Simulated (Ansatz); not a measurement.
C3H6, charge -1, doublet, geometry from GFN2-xTB (a state made from the parent by changing its charge; the spin is typed, not shown lowest) (a gas-phase anion, which may not be bound at this level); Ansatz (a first-principles code) with PBE0/def2-SVP.

The Ansatz input:
Ansatz 0.2 input:
```yaml
crystal:
  periodic: [false, false, false]
  atoms:
    - {symbol: C, position_ang: [-1.20759453, 0.12774977, -0.21719382]}
    - {symbol: C, position_ang: [0.12535459, 0.26959875, 0.46244766]}
    - {symbol: C, position_ang: [1.26525009, -0.39375363, -0.15227048]}
    - {symbol: H, position_ang: [-1.68982641, -0.88261753, -0.14525583]}
    - {symbol: H, position_ang: [-1.94466203, 0.83698572, 0.19348954]}
    - {symbol: H, position_ang: [-1.11133728, 0.33797787, -1.28829975]}
    - {symbol: H, position_ang: [0.05180971, 0.11466891, 1.55346659]}
    - {symbol: H, position_ang: [1.37231633, -0.21006234, -1.23402640]}
    - {symbol: H, position_ang: [2.22363882, -0.21852194, 0.36272571]}
basis:
  gaussian:
    orbitals: def2-SVP
hamiltonian:
  xc: pbe0
total_charge: -1
magnetization: {spin_polarized: true, initial_magnetization: 1}
```

It wrote (shortened):

```
Functional definition: PBE0
822 factors; their error is unknown
mean field evaluation 1: about -3197.1483 eV, gradient 2.0e1 eV
mean field evaluation 2: about -3196.2229 eV, gradient 2.4e1 eV
mean field evaluation 4: about -3199.5454 eV, gradient 1.1e0 eV
mean field evaluation 8: about -3199.5517 eV, gradient 4.5e-2 eV
mean field evaluation 16: about -3199.5408 eV, gradient 2.9e-5 eV
mean field -3199.54078410 eV, -117.5809550889 hartree, gradient 3.0e-5 eV, S^2 0.753694; 0 other end points of the search recorded, 0 dependent functions left out
reference -3199.54080689 eV, -117.5809559266 hartree; 13, 12 occupied and 59, 60 virtual orbitals, 822 factors
Total energy: -3199.54080689 eV, -117.5809559266 hartree
```
